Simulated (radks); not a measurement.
Results of a calculation; reference values are marked as such.
Neutral ruthenium inside a hard spherical wall (all orbitals vanish at R), configuration held at [Kr] 4d7 5s1 and not refilled when levels cross. Level of theory: scalar-relativistic Kohn-Sham, PBE, spin-unpolarised, spherical densities, point nucleus (a radial shooting solver on a logarithmic mesh with Libxc functionals). Eigenvalues in eV, with the zero of energy where the potential of the charges vanishes at infinity; a dash marks a level that is unbound or too diffuse for the functional's potential to be trusted. A positive occupied level is held by the wall or, in an anion where self-interaction has pushed it up, behind a barrier. The pressure on the wall is -dE/dV.

R (bohr)  E (hartree)  kinetic (hartree)    e(4s)    e(4p)   e(4d)   e(5s)  e(5p, empty)  e(6s, empty)  pressure (GPa)
free      -4530.75264           4685.262  -76.371  -46.416  -5.202  -4.240        -0.912             -               0
20        -4530.75264           4685.262  -76.371  -46.416  -5.202  -4.240        -0.911             -        < 0.0001
15        -4530.75264           4685.262  -76.371  -46.416  -5.202  -4.239        -0.899         0.403        < 0.0001
12        -4530.75259           4685.263  -76.365  -46.410  -5.197  -4.234        -0.843         1.016        0.000918
8         -4530.74868           4685.292  -76.160  -46.205  -5.003  -4.020        -0.179         4.850           0.156
7         -4530.74094           4685.340  -75.885  -45.932  -4.751  -3.712         0.473         7.789           0.610
4         -4530.34599           4687.041  -70.076  -40.317   0.548   4.691        12.764        48.306            80.4
